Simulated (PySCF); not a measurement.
PySCF 2.14 output of an unrestricted CAM-B3LYP calculation on a single atom or ion in aug-cc-pVQZ-PP with ECP10MDF, with scalar relativity through the core potential:

```
SCF conv_tol = 1e-09
number electrons alpha = 14  beta = 11
    T. Yanai, D. P. Tew, and N. C. Handy.,  Chem. Phys. Lett. 393, 51 (2004)
cycle= 1 E= -461.970981435466  delta_E= -0.0125  |g|= 0.0509  |ddm|= 1.08
cycle= 2 E= -461.971475725532  delta_E= -0.000494  |g|= 0.0266  |ddm|= 0.161
cycle= 3 E= -461.971637289504  delta_E= -0.000162  |g|= 0.00396  |ddm|= 0.0562
cycle= 4 E= -461.971756702406  delta_E= -0.000119  |g|= 0.00285  |ddm|= 0.0336
cycle= 5 E= -461.971866149702  delta_E= -0.000109  |g|= 0.00219  |ddm|= 0.0305
cycle= 6 E= -461.972022913899  delta_E= -0.000157  |g|= 0.000581  |ddm|= 0.0899
cycle= 7 E= -461.97202434852  delta_E= -1.43e-06  |g|= 8.78e-05  |ddm|= 0.0102
cycle= 8 E= -461.972024414969  delta_E= -6.64e-08  |g|= 1.11e-05  |ddm|= 0.00222
cycle= 9 E= -461.972024417256  delta_E= -2.29e-09  |g|= 2.2e-06  |ddm|= 0.000385
cycle= 10 E= -461.972024417263  delta_E= -6.71e-12  |g|= 2.06e-07  |ddm|= 3.81e-05
converged SCF energy = -461.972024417263  <S^2> = 3.7519533  2S+1 = 4.0009765
```

The run itself started from symmetry-adapted Hartree-Fock orbitals and held the occupation by maximum overlap, on a logarithmic radial grid, so the iterations belong to that start.

Q: Which element, charge and spin multiplicity is this?

A: Kr+ (krypton, charge +1), multiplicity 4; the state was [Ar] 3d10 4s1 4p5 5s1, high-spin 4P determinant (an excited configuration).

Energies and moments cover only the electrons outside the core potential. The outer electron is Rydberg-like, and this basis confines it to a smaller radius and binds it less than a complete one would.
